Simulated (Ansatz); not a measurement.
Steps of a relaxation of C₂H₄ClFSi, SMILES `F[C@H]1C[Si@@H]1Cl` with RKS PBE-D4/def2-SVP.

```sh
$ ansatz run in.yaml --threads 4 --pin off --events-out ev --progress --plain --max-ram 10444MiB
```

```yaml
crystal:
  periodic: [false, false, false]
  atoms:
    - {symbol: F, position_ang: [-0.566400, -1.310700, 1.633900]}
    - {symbol: C, position_ang: [-0.129000, -0.144900, 0.973400]}
    - {symbol: C, position_ang: [0.789900, -0.383300, -0.147800]}
    - {symbol: Si, position_ang: [-0.831300, 0.400200, -0.567900]}
    - {symbol: Cl, position_ang: [-0.509000, 2.295100, -1.167600]}
    - {symbol: H, position_ang: [0.115000, 0.623900, 1.713200]}
    - {symbol: H, position_ang: [0.942400, -1.381300, -0.527200]}
    - {symbol: H, position_ang: [1.670800, 0.323600, -0.312100]}
    - {symbol: H, position_ang: [-1.394000, -0.468800, -1.614900]}
basis:
  gaussian: {orbitals: def2-SVP}
hamiltonian: {xc: pbe, dispersion: d4}
relax: {f_tol: 0.03, max_steps: 200}
```

Positions (Å) and forces (eV/Å) along the path, 8 of 8 steps:

```xyz
9
step=1 energy=-25231.0123 eV
F    -0.566   -1.311    1.634   -0.014    0.702   -0.313
C    -0.129   -0.145    0.973    0.078   -1.933    3.066
C     0.790   -0.383   -0.148    2.165    1.565   -0.757
Si   -0.831    0.400   -0.568   -1.057   -0.341   -2.378
Cl   -0.509    2.295   -1.168   -0.149    1.426   -0.258
H     0.115    0.624    1.713    0.229    0.389    0.207
H     0.942   -1.381   -0.527    0.046   -0.836   -0.066
H     1.671    0.324   -0.312   -0.637   -0.867    0.517
H    -1.394   -0.469   -1.615   -0.661   -0.103   -0.017
9
step=2 energy=-25231.4792 eV
F    -0.616   -1.282    1.605    0.213    0.427   -0.269
C    -0.107   -0.154    0.952   -0.715   -0.802    1.930
C     0.857   -0.396   -0.155    1.165    0.830   -0.837
Si   -0.768    0.392   -0.667   -0.156    0.275   -1.437
Cl   -0.653    2.427   -1.169   -0.180   -0.387    0.099
H     0.143    0.628    1.691    0.135    0.112    0.031
H     1.022   -1.428   -0.485   -0.025   -0.262    0.012
H     1.780    0.245   -0.188   -0.373   -0.504    0.195
H    -1.570   -0.479   -1.600   -0.065    0.312    0.276
9
step=3 energy=-25231.6075 eV
F    -0.626   -1.279    1.573    0.133    0.180   -0.142
C    -0.112   -0.155    0.946   -0.425   -0.183    0.381
C     0.914   -0.390   -0.166    0.270    0.231   -0.213
Si   -0.698    0.390   -0.755   -0.199    0.113   -0.256
Cl   -0.774    2.438   -1.209    0.035   -0.417    0.085
H     0.155    0.624    1.690    0.036   -0.024   -0.062
H     1.077   -1.446   -0.459   -0.072    0.034    0.030
H     1.867    0.177   -0.074   -0.198   -0.157   -0.102
H    -1.714   -0.405   -1.563    0.421    0.223    0.278
9
step=4 energy=-25231.6312 eV
F    -0.627   -1.279    1.575    0.070    0.111   -0.085
C    -0.123   -0.152    0.957   -0.106   -0.150    0.069
C     0.907   -0.383   -0.172   -0.046    0.148   -0.038
Si   -0.701    0.398   -0.748    0.013   -0.015   -0.052
Cl   -0.769    2.429   -1.206   -0.001   -0.172    0.027
H     0.154    0.622    1.701    0.022    0.005   -0.037
H     1.055   -1.440   -0.465   -0.062    0.009    0.016
H     1.859    0.174   -0.100   -0.012   -0.037    0.004
H    -1.667   -0.416   -1.558    0.122    0.102    0.096
9
step=5 energy=-25231.6357 eV
F    -0.621   -1.280    1.569   -0.003   -0.010    0.011
C    -0.126   -0.152    0.958   -0.014   -0.018   -0.020
C     0.904   -0.376   -0.173   -0.009    0.050    0.000
Si   -0.699    0.401   -0.746    0.049   -0.025    0.050
Cl   -0.776    2.419   -1.212   -0.006    0.024   -0.005
H     0.159    0.620    1.701   -0.005    0.015   -0.008
H     1.036   -1.434   -0.466   -0.025   -0.003   -0.006
H     1.861    0.168   -0.095    0.030   -0.014   -0.004
H    -1.649   -0.412   -1.552   -0.017   -0.020   -0.018
9
step=6 energy=-25231.6366 eV
F    -0.613   -1.280    1.574   -0.011    0.016    0.019
C    -0.125   -0.151    0.958   -0.013   -0.050   -0.033
C     0.905   -0.374   -0.172    0.008    0.054    0.019
Si   -0.696    0.403   -0.745    0.015   -0.008    0.015
Cl   -0.787    2.421   -1.207   -0.005    0.004    0.004
H     0.152    0.629    1.695    0.011   -0.004   -0.005
H     1.021   -1.432   -0.476   -0.019    0.006    0.012
H     1.870    0.153   -0.088    0.019   -0.011   -0.017
H    -1.640   -0.415   -1.557   -0.005   -0.008   -0.013
9
step=7 energy=-25231.6376 eV
F    -0.608   -1.275    1.587    0.016    0.024    0.005
C    -0.125   -0.151    0.958   -0.001   -0.008   -0.011
C     0.908   -0.371   -0.170    0.034   -0.021    0.020
Si   -0.692    0.404   -0.745   -0.041    0.018   -0.025
Cl   -0.810    2.426   -1.193    0.004   -0.021    0.007
H     0.150    0.640    1.685   -0.005   -0.013    0.002
H     0.996   -1.429   -0.483    0.004    0.022    0.001
H     1.889    0.130   -0.084   -0.025   -0.015   -0.003
H    -1.619   -0.421   -1.572    0.013    0.014    0.005
9
step=8 energy=-25231.6377 eV
F    -0.604   -1.273    1.592    0.000    0.008    0.005
C    -0.126   -0.150    0.957    0.005   -0.022    0.003
C     0.907   -0.371   -0.169    0.019   -0.004    0.007
Si   -0.693    0.403   -0.745   -0.017    0.012   -0.016
Cl   -0.812    2.425   -1.188    0.000   -0.005    0.002
H     0.149    0.642    1.683   -0.001    0.001   -0.005
H     0.993   -1.429   -0.485    0.000    0.007    0.006
H     1.889    0.126   -0.083   -0.013   -0.003   -0.004
H    -1.616   -0.421   -1.578    0.006    0.006    0.003
```

Run time 8.5 s (4 threads of an Arm Neoverse V2 on a shared host); peak host memory 0.15 GiB.
